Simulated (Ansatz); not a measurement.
Reaction (substitution at a C–B bond): `CB([SiH3])[SiH3]` + `N[Si]S` → `CS[Si]N` + `[SiH3]B[SiH3]`

Program: Ansatz. Geometries: PBE0-D4/def2-TZVP. ΔE: electronic, gas phase. CCSD(T)/CBS is the MP2 limit (def2-TZVPP, def2-QZVPP) plus CCSD(T) − MP2 in def2-TZVPP, frozen cores. This one scheme is used for every species. DFT in def2-TZVPP. One conformer a species, not always the lowest.

```
         level  ΔE (eV)
        revPBE     0.65
CCSD/CBS(def2)     0.65
```

(1) What does CCSD(T)/CBS give? (Estimate.)

Largest T1 diagnostic among the species: 0.014.

Answers

(1) Computed: +0.65 eV. The listed levels differ from it by 0.00, 0.00 eV.

Leaving LDA and LC-ωPBE aside and taking each functional with its dispersion term where it has one, the values, not all of them listed here, spread over 0.07 eV, from B2PLYP to B97M-V. LDA lies +0.08 eV from PBE without D4. In def2-TZVPP, CCSD(T) changes the Hartree–Fock value by +0.08 eV (the triples alone add −0.00 eV) and MP2 by +0.08 eV.
